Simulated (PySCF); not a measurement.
Si(OSiH3)2(NHSiH3)(Cl) (ClH10NO2Si4), SMILES [SiH3]O[Si](O[SiH3])(N[SiH3])Cl. Atoms are numbered in the order given.

```xyz
18

Si    -2.2741    -2.0387     0.7071
N     -0.5470    -1.7651     0.5614
Si     0.1740    -0.2936     0.1040
Cl     0.9401    -0.3054    -1.8352
O      1.4373     0.0863     1.0751
Si     2.9166     0.8637     1.0022
O     -1.0253     0.8247     0.1373
Si    -1.6531     2.0824    -0.7698
H     -2.4638    -3.5107     0.8610
H     -2.9862    -1.5676    -0.5163
H     -2.8737    -1.3509     1.8889
H      0.0660    -2.5373     0.8107
H      2.7825     2.1680     0.2910
H      3.9089     0.0064     0.2940
H      3.3622     1.0972     2.4020
H     -2.7434     2.6998     0.0315
H     -0.5924     3.0946    -1.0432
H     -2.1969     1.5667    -2.0577
```
Charge 0, spin multiplicity 1.

Geometry: r2SCAN-D4/def2-SVP. Other conformers were not sampled.

Two levels are set side by side: PBE/pcSseg-1 (PySCF) and PBE0/pcSseg-1 (PySCF). GIAO shifts against H2O (¹⁷O), HCl (³⁵Cl), NH3 (¹⁵N), TMS (²⁹Si), TMS (¹H) at the same level; non-relativistic, no solvent, atoms listed together averaged. Without spin–orbit terms, shifts of atoms bonded to Cl or Br come out too high at both levels. Differences are taken from unrounded values.

| quantity | PBE0 | PBE | PBE minus PBE0 |
|---|---|---|---|
| δ(²⁹Si) of Si1 (ppm) | -52.3 | -55.1 | -2.8 |
| δ(¹⁵N) of N2 (ppm) | 28.6 | 35.1 | 6.4 |
| δ(²⁹Si) of Si3 (ppm) | -55.3 | -57.2 | -1.9 |
| δ(³⁵Cl) of Cl4 (ppm) | 71.6 | 89.2 | 17.6 |
| δ(²⁹Si) of Si6, Si8 (ppm) | -33.4 | -35.0 | -1.5 |
| δ(¹H) of H12 (ppm) | 0.86 | 0.83 | -0.03 |

Rough cost on one machine, each run with all the roots and properties that it gave: PBE0 against PBE within a factor of 2.
